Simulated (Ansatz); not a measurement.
Consider the formal exchange of groups at a Zn–O bond: `FC[O][ZnH]` + `[BH2][Zn][SiH3]` → `[BH2][Zn][SiH2][ZnH]` + `OCF`.

Isolated molecules relaxed with PBE0-D4/def2-TZVP in Ansatz; ΔE leaves out vibrations. CCSD(T)/CBS is the MP2 limit (def2-TZVPP, def2-QZVPP) plus CCSD(T) − MP2 in def2-TZVPP, frozen cores. Functionals use def2-TZVPP. For Zn outer-core shells are correlated without core-valence functions, which leaves a few kJ/mol of doubt a bond. Scalar relativity is left out up to krypton. Each species was taken in one conformer, which may not be the lowest.

`FC[O][ZnH]`:

```xyz
7

F     0.408    0.526    1.138
C     0.480    0.852   -0.250
O    -0.144   -0.105   -0.954
Zn   -0.830   -1.423    0.084
H    -0.003    1.834   -0.336
H     1.553    0.919   -0.471
H    -1.464   -2.603    0.789
```

`[BH2][Zn][SiH3]`:

Cartesian coordinates in Å:
```
B -0.540 -0.571 2.433
Zn -0.099 -0.102 0.444
Si 0.407 0.432 -1.836
H -1.605 -0.334 2.933
H 0.251 -1.101 3.163
H 0.952 -0.739 -2.587
H -0.792 0.896 -2.595
H 1.426 1.518 -1.955
```

`[BH2][Zn][SiH2][ZnH]`:

```xyz
9

B    -3.026   -0.029    0.082
Zn   -0.972    0.138   -0.271
Si    1.376    0.310   -0.650
Zn    2.787   -0.521    1.064
H    -3.639   -1.037   -0.136
H    -3.685    0.877    0.514
H     1.742    1.743   -0.893
H     1.729   -0.405   -1.920
H     3.689   -1.076    2.210
```

`OCF`:

Cartesian coordinates in Å:
```
O 0.187 -0.635 0.856
C -0.053 -0.014 -0.341
F 0.875 0.981 -0.579
H -0.028 -0.033 1.574
H -1.037 0.467 -0.384
H 0.056 -0.766 -1.125
```

(1) Is it downhill or uphill in electronic energy at CCSD(T)/CBS, and by how much? (Estimate.)

(2) What do these levels give: PBE0-D4, ωB97X-V, B2PLYP, PBE, MP2/def2-QZVPP, CCSD/CBS(def2)? (An estimate is asked.)

Largest T1 diagnostic among the species: 0.016.

Answers

(1) The calculation gave: Uphill: ΔE = +32.1 kJ/mol.

(2) Ansatz gave: PBE0-D4 15.7, ωB97X-V 35.7, B2PLYP 35.1, PBE 14.7, MP2/def2-QZVPP 35.5, CCSD/CBS(def2) 33.5 kJ/mol.

In def2-TZVPP, CCSD(T) changes the Hartree–Fock value by −9.8 kJ/mol (the triples alone add −1.4 kJ/mol) and MP2 by −8.6 kJ/mol.
